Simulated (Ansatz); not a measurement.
`O=C([O-])C(F)(F)F`. Charge -1, multiplicity 1.

```xyz
7

O     1.311    0.433    1.221
C     0.425    0.778    0.429
O    -0.013    1.881    0.087
C    -0.266   -0.457   -0.267
F     0.620   -1.208   -0.961
F    -1.238   -0.138   -1.141
F    -0.839   -1.290    0.632
```

Problem. List the harmonic frequencies (cm⁻¹, unscaled) at PBE0-D4/def2-TZVPD in Ansatz. (Best estimate.)

Solution. Ansatz gave: 18, 244, 258, 375, 426, 521, 586, 723, 809, 813, 1121, 1157, 1215, 1401, 1787.

Problem. Is this a minimum?

Solution. Yes, all 15 modes are real.

Problem. Give the ideal-gas thermochemistry at 298.15 K and 1 bar (rigid rotor, harmonic oscillator; point group Cs, symmetry number 1).

Solution. Zero-point energy 68.5 kJ/mol; H(298) − E = 86.8 kJ/mol; entropy 340.5 J/(mol·K), of which translation 167.8, rotation 113.6, vibration 59.1; G(298) − E = -14.7 kJ/mol. Modes under 100 cm⁻¹ are hindered rotations or soft bends, so the harmonic entropy is rough.

Problem. And at 400, 500, 600, 800 and 1000 K?

Solution. 
```csv
T (K),H − E (kJ/mol),S (J/mol/K),G − E (kJ/mol)
400,96.8,369.2,-50.9
500,107.9,394.0,-89.1
600,120.1,416.1,-129.6
800,146.4,453.9,-216.7
1000,174.4,485.2,-310.7
```
